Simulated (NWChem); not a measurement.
# BSiH$_{5}$; SMILES [SiH3]B

Results from NWChem. All runs use the structure optimised with B3LYP/6-31G* (spherical d). Ions are spin-unrestricted doublets at the neutral geometry; other ion states weren't tried.

Q: Estimate the computed values for B3LYP/def2-SVP. Quantities: vertical ionisation energy, ΔSCF (eV); −ε(HOMO) (eV).

A: 
| Quantity | Result |
|---|---|
| vertical ionisation energy, ΔSCF (eV) | 10.87 |
| −ε(HOMO) (eV) | 8.26 |
